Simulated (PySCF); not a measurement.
Successive ionisation energies of one element at GMP2 (screened spin-orbit), starting from the ion with 46 electrons. Calculated with PySCF 2.14, two-component X2C-1e (Gaussian nucleus, no Breit or QED terms), each ion in its own even-tempered basis; GMP2 freezes the deep shells of the larger ions and drops the highest virtual spinors; eV.

1782.1, 1839.7, 1901.1, 1966.1, 2028.6, 2090.4, 2191.8, 2255.0, 2323.2, 2387.1, 2634.6, 2697.3

Problem. Which element is it?

Solution. Bismuth (Bi, Z = 83); the list starts at Bi³⁷⁺. The hydrogenic estimate 13.606 eV × (q + 1)²/n² with q = 37 and n = 4 gives 1227.9 eV for the first entry, a lower bound because the other electrons screen the nucleus only in part.
